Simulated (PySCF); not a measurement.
# CuF at M06-L

Level: M06-L. basis Cu def2-TZVPPD, F def2-TZVPPD; no relativity; PySCF 2.14.

```
state                                           : ¹Σ⁺ (singlet), closed shell
bond length                                     : 1.748 Å
harmonic wavenumber                             : 628 cm⁻¹
force constant                                  : 3.40 mdyn/Å
rotational constant Be                          : 0.3782 cm⁻¹
anharmonicity ωexe                              : 3.73 cm⁻¹
vibration–rotation constant αe                  : 0.00322 cm⁻¹
well depth De to Cu (3d10 4s1) + F              : 99.3 kcal/mol
dissociation energy D0                          : 98.4 kcal/mol
HOMO–LUMO gap                                   : 2.64 eV
bond order (Mayer)                              : 0.71
dipole moment (positive dipole means Cu(−)F(+)) : -4.80 D
```
